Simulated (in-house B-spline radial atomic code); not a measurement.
Settings and results of a run for neutral europium. Computed with a B-spline radial code for spherical atoms: scalar-relativistic (X2C) Hartree-Fock, spin-polarised, averaged over the determinants with the given up and down occupations, Fermi nucleus of rms radius 5.1115 fm, inside a hard spherical wall at 5.87 bohr.

Command:
```bash
python run_scf.py task.json out
```
Settings (nuclear radius in fm, mass in u):
```
Z                63
configuration    [Xe] 4f7 5f1 6s1
hamiltonian      x2c
method           hf
spin_polarised   True
nucleus          fermi
rms_radius       5.1115
atomic_mass      152.92124
speed_of_light   137.035999084
wall_radius      5.87
```

Output (hartree, bohr):
```
 radial grid: 63 intervals, B-splines of order 8, outer radius 5.87 bohr

 iter        energy (Eh)    residual
    1      -10827.490154    5.26e-01
    2      -10828.798676    5.02e-01
    3      -10834.625272    2.23e-01
    4      -10837.557464    1.44e-01
    5      -10836.200082    2.70e-01
    6      -10838.924204    3.52e-02
    7      -10839.037143    5.52e-03
    8      -10839.047638    5.26e-03
    9      -10839.048143    1.83e-03
   10      -10839.048419    3.54e-04
   11      -10839.048424    4.11e-05
   12      -10839.048424    3.48e-06
   13      -10839.048424    1.63e-06
   14      -10839.048424    9.14e-08

 total energy                    -10839.04842
 kinetic                           11792.8815
 electron-nucleus                 -26627.1851
 electron-electron                  3995.2552

 orbital      occ     eigenvalue          <r>       <r^2>       <1/r>       r_max
 1s up      1.000     -1791.6402    0.0216061 0.000645622     75.1718     0.01336
 1s down    1.000     -1791.6389    0.0216061 0.000645624     75.1717     0.01336
 2s up      1.000      -298.4419    0.0943525   0.0105762     17.3498     0.08033
 2s down    1.000      -298.4389    0.0943494   0.0105754     17.3502     0.08033
 2p up      3.000      -266.0508     0.083502   0.0085298     15.3608     0.06471
 2p down    3.000      -266.0501    0.0834984  0.00852881     15.3612     0.06471
 3s up      1.000       -67.4628     0.248436     0.07068     6.23553      0.2285
 3s down    1.000       -67.3132      0.24808   0.0704596      6.2454      0.2284
 3p up      3.000       -57.1384     0.247055   0.0708694     5.68114      0.2241
 3p down    3.000       -56.9718     0.246541   0.0705468     5.69247      0.2239
 3d up      5.000       -43.1154     0.225978   0.0600651     5.32851      0.1839
 3d down    5.000       -42.9373     0.225098   0.0595174     5.34371      0.1836
 4s up      1.000       -14.3060      0.56726    0.363037     2.54811      0.5282
 4s down    1.000       -13.8908     0.566353    0.361738     2.54959      0.5273
 4p up      3.000       -10.8254     0.600191    0.409644     2.30629       0.551
 4p down    3.000       -10.3659     0.599107    0.407939     2.30684      0.5499
 4d up      5.000        -5.8610     0.657808    0.502294     2.01158      0.5761
 4d down    5.000        -5.2594     0.657533    0.501534     2.00665      0.5746
 5s up      1.000        -2.0074      1.39452     2.18841    0.951899       1.242
 5s down    1.000        -1.8291      1.43431     2.31637    0.917127       1.264
 5p up      3.000        -1.0609      1.63824     3.05792    0.795726       1.406
 5p down    3.000        -0.9270      1.68172     3.21177    0.765974        1.44
 4f up      7.000        -0.4416     0.898556     1.05293     1.45668       0.599
 5f up      1.000         0.3983      3.78195     15.1161    0.305276       3.961
 6s up      1.000        -0.0949      3.39187     12.4055     0.35875       3.367
```

Run time, properties included: 0.36 s on 1 thread of Arm Neoverse V1, with other jobs on the host.

One-electron X2C: radii and densities carry no picture-change correction, so inner-shell <1/r> comes out high (for 1s by about 2 % at Z = 33, 5 % at 54, 10 % at 75, 30 % at 118) and <r> low.
